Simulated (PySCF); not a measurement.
Two-component Hartree-Fock for Tl⁴⁹⁺ (thallium, charge +49)

Start: [Ar] 3d10 4s2 4p2; 4p1/2 filled at m_j = -1/2, +1/2. Calculated with PySCF 2.14 in an even-tempered Gaussian basis (16 s from 7.1 bohr⁻², ratio 2.8; 13 p from 9.3 bohr⁻², ratio 2.8; 8 d from 16 bohr⁻², ratio 2.8; 4 f from 39 bohr⁻², ratio 3): generalised Hartree-Fock with the X2C-1e Hamiltonian and a Gaussian nucleus; one run each with spin-orbit coupling (SO) switched off, then screened by Boettger's factors.

| spinor shell | electrons | ε, spin-free (eV) | ε, screened SO (eV) | weight of nominal j (screened SO) | rms radius, screened SO (bohr) |
| --- | --- | --- | --- | --- | --- |
| 1s1/2 | 2 | -88647.9 | -88604.6 | 1.000 | 0.0184 |
| 2s1/2 | 2 | -18066.4 | -18049.7 | 1.000 | 0.0742 |
| 2p1/2 | 2 | -15921.4 | -17416.3 | 1.000 | 0.0627 |
| 2p3/2 | 4 | -15921.4 | -15334.7 | 1.000 | 0.0709 |
| 3s1/2 | 2 | -6228.2 | -6220.2 | 1.000 | 0.187 |
| 3p1/2 | 2 | -5595.4 | -5945.0 | 1.000 | 0.178 |
| 3d3/2 | 4 | -4956.4 | -5014.2 | 1.000 | 0.168 |
| 3d5/2 | 6 | -4956.4 | -4908.2 | 1.000 | 0.172 |
| 4s1/2 | 2 | -2953.4 | -2950.5 | 1.000 | 0.391 |
| 4p1/2 | 2 | -2743.2 | -2847.2 | 1.000 | 0.379 |

**Question.** Where does 3p3/2 lie, and what is the 3p spin-orbit splitting (screened SO)?

**Answer.** At -5450.8 eV, 494.15 eV above 3p1/2.

| quantity | spin-free | screened SO |
| --- | --- | --- |
| E (hartree) | -18477.20683 | -18518.63356 |
| M_J | 0 | 0 |
| ⟨J²⟩ | 2.001 | 0.000 |
| ⟨L²⟩ | 2.001 | 1.395 |
| ⟨S²⟩ | 2.000 | 1.395 |

Breit and QED terms are absent; they matter most for the inner s and p1/2 levels.

Densities and radii are taken from the X2C orbitals without a picture-change correction, which distorts them close to the nucleus.

Without spin-orbit coupling the j labels of p, d and f shells carry no meaning; the spin-free column gives the mean over the occupied spinors of each nl shell.
